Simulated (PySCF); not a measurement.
## How methods differ on the excitation energy of Sn

Sn [Kr] 4d10 5s2 5p2 (3P) → Sn [Kr] 4d10 5s1 5p2 6s1 (5P), as a difference of total energies. Computed with PySCF 2.14 in aug-cc-pVDZ-PP with ECP28MDF (5s4p3d, 32 functions), with a scalar-relativistic core potential. Correlated levels: valence: 4s2 4p6 4d10 frozen. The calculations carry no spin-orbit coupling.

```
           method  excitation energy (eV)
              UHF                   8.304
    MP2 (valence)                   8.964
SCS-MP2 (valence)                   9.206
   CCSD (valence)                   9.202
CCSD(T) (valence)                   9.220
  CCSDT (valence)                   9.226
```

Question: How much does correlation contribute at CCSD(T) (valence)?

Answer: 9.220 − (8.304) = 0.916 eV, measured against UHF.

The upper state lies above the first ionisation limit, but in LS coupling its spin forbids autoionisation to the ground ion; at this Z spin-orbit coupling breaks that rule. A Rydberg-like electron needs more diffuse functions than a valence basis has.

The promoted electron is Rydberg-like, and one or two diffuse shells describe it only roughly, which tends to raise the upper state.
